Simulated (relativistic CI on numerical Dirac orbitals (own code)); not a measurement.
# Mn5+: K-beta X-ray emission

Computed with this model: Dirac-Coulomb-Breit CI, KLI orbitals optimised for each configuration, model QED (radiative potential, 1s self-energy scaled to tabulated hydrogen-like ionisation energies), valence Slater integrals scaled by 0.9, multiplet model of X-ray emission after core ionisation; configurations [Ar] 3d2 → 1s 2s2 2p6 3s2 3p6 3d2 → [Ne] 3s2 3p5 3d2; 300 K; Lorentzian 1.6 eV and Gaussian 1 eV FWHM. Energies are those of the free ion, without screening or charge transfer. S is read from ⟨S²⟩ = S(S + 1).

Field parameters in Wybourne normalisation: D3d B²₀ = −7Dσ, B⁴₀ = −14Dq − 21Dτ, B⁴₃ = −14√(10/7) Dq; D4h B²₀ = −7Ds, B⁴₀ = 21(Dq − Dt), B⁴₄ = 21√(5/14) Dq. The field is a parameter set, without covalency.

free ion: ground-state S = 1.00, centroid 6498.37 eV. Peaks (eV, height): 6478.4 (11), 6485.4 (11), 6500.6 (100), 6503.4 (41).

D4h, 10Dq = 13650, Ds = 2490, Dt = 190 cm⁻¹: ground-state S = 1.00, centroid 6498.06 eV. Peaks (eV, height): 6478.0 (11), 6484.2 (13), 6500.8 (100), 6503.0 (57).

D3d, 10Dq = 38150, Dσ = -20, Dτ = -170 cm⁻¹: ground-state S = 1.00, centroid 6498.13 eV. Peaks (eV, height): 6477.0 (8), 6481.6 (9), 6500.6 (100), 6503.2 (52).

Strongest unbroadened transitions for D4h, 10Dq = 13650, Ds = 2490, Dt = 190 cm⁻¹:

```tsv
Energy (eV)	Relative strength
6477.91	39.6
6484.33	21.5
6484.53	21.6
6496.08	18.5
6496.19	17.8
6496.58	37.7
6499.13	29.5
6500.41	40.0
6500.46	33.7
6500.84	46.2
6500.85	30.1
6500.86	21.3
6501.06	39.7
6501.10	61.0
6501.15	76.8
6502.03	17.6
6503.38	83.8
6503.41	100.0
```
